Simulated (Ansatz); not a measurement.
Basis-set extrapolation for `C#CCOC(=O)OC` (PBE0-D4/def2-TZVP geometry, frozen core, the Gaussian-basis code of Ansatz). Multiplicity 1, RHF reference.

```csv
,def2-TZVPP,def2-QZVPP
HF,-417.538328,-417.556698
MP2 correlation,-1.479550,-1.586731
CCSD(T) correlation,-1.573729,not run
```

Energies in hartree. Use E(X) = E(∞) + A·exp(−7.88·√X) for Hartree–Fock and E(X) = E(∞) + B·X^(−2.97) for correlation, with X = 3 and 4, and add CCSD(T) minus MP2 of the smaller set to the MP2 limit.

Q: What is the CCSD(T) energy at the basis-set limit?

A: HF limit: -417.556698 + (-0.018370) × 0.13774 = -417.55923. MP2 limit: -1.586731 + (-0.107181) × 0.74074 = -1.66612. Higher-order term: -1.573729 − (-1.479550) = -0.09418. Total: -419.31953 hartree, 130.2 kcal/mol below CCSD(T)/def2-TZVPP.
